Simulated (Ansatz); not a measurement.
cyclo-(SnF2)3 (Sn₃F₆), relaxed as a singlet with RKS PBE-D4/def2-SVP in Ansatz, starting from the GFN1-xTB geometry. Force threshold 0.02 eV/Å.

In the def2 sets Sn takes a core potential; there is no spin–orbit coupling.

Start:

```xyz
9

Sn   -0.155    1.733    0.659
F     1.124    0.328    1.723
F    -1.420    0.181    1.515
Sn   -0.013   -1.446    1.172
F     1.408   -1.460   -0.478
F    -1.135   -1.605   -0.688
Sn    0.168   -0.288   -1.831
F    -1.260    1.205   -1.142
F     1.284    1.352   -0.931
```

```
step  energy (eV)  largest force component (eV/Å)  SCF passes
   1  -33777.0187                           2.564          17
   2  -33777.6238                           0.944          25
   3  -33777.6911                           0.132          19
   4  -33777.6989                           0.009          19
```

Force components are those of the run's own axes.

End:

Cartesian coordinates in Å:
```
Sn -0.1673 1.8741 0.7125
F 1.0821 0.3122 1.6377
F -1.3638 0.1711 1.4365
Sn -0.0143 -1.5629 1.2669
F 1.3527 -1.3851 -0.4525
F -1.0933 -1.5254 -0.6542
Sn 0.1817 -0.3112 -1.9794
F -1.2117 1.1432 -1.0848
F 1.2341 1.2842 -0.8827
```

By distances, no bond broke or formed. The bond that changes most is Sn1–F2, from 2.18 to 2.20 Å (atoms count from 1).

No frequencies were taken in this run, so the end may be a saddle point.

Hardware: 4 threads of Arm Neoverse V1 on a shared host. Wall time 8.5 s.
